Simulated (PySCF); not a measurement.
OSn, charge +1, doublet, at a GFN2-xTB geometry (such geometries of metal compounds can be far from the true shape) (a state made from the parent by changing its charge; the spin is typed, not shown lowest) (all electrons, no relativity). Base run: PySCF with CAMB3LYP/STO-3G.

Input for PySCF:
```python
from pyscf import gto, scf, dft

mol = gto.Mole()
mol.atom = '''
    Sn   -0.00000000   -0.00000000   -0.26509703
    O     0.00000000    0.00000000    1.65685642
'''
mol.basis = 'sto-3g'
mol.charge = 1
mol.spin = 1
mol.verbose = 4
mol.build()

mf = dft.UKS(mol)
mf.xc = 'camb3lyp'
mf.kernel()
```

Variants of this job, named by their change:

```json
[
 {"change": "base", "ΔE vs base (mEh)": "0.000", "grid points": "36040", "electrons on the grid": "57.00000"},
 {"change": "grids.becke_scheme = stratmann", "ΔE vs base (mEh)": "0.001", "grid points": "36040", "electrons on the grid": "57.00000"},
 {"change": "grids.atom_grid = (150, 974)", "ΔE vs base (mEh)": "0.003", "grid points": "148560", "electrons on the grid": "57.00000"},
 {"change": "grids.prune = off", "ΔE vs base (mEh)": "0.000", "grid points": "63880", "electrons on the grid": "57.00000"},
 {"change": "grids.level = 1", "ΔE vs base (mEh)": "0.116", "grid points": "13208", "electrons on the grid": "57.00015"},
 {"change": "grids.radi_method = mura_knowles", "ΔE vs base (mEh)": "0.001", "grid points": "32504", "electrons on the grid": "57.00000"},
 {"change": "grids.level = 0", "ΔE vs base (mEh)": "-22.573", "grid points": "3920", "electrons on the grid": "57.00355"},
 {"change": "grids.prune = dft.gen_grid.treutler_prune", "ΔE vs base (mEh)": "0.000", "grid points": "34496", "electrons on the grid": "57.00000"},
 {"change": "grids.atom_grid = (30, 110)", "ΔE vs base (mEh)": "-123.2", "grid points": "4872", "electrons on the grid": "57.00380"},
 {"change": "grids.atom_grid = (99, 590)", "ΔE vs base (mEh)": "0.003", "grid points": "59872", "electrons on the grid": "57.00000"},
 {"change": "grids.level = 5", "ΔE vs base (mEh)": "0.003", "grid points": "89984", "electrons on the grid": "57.00000"}
]
```

Open shells are given as the SCF converged; they aren't shown to be the lowest states, and a large step between rows can be another state.
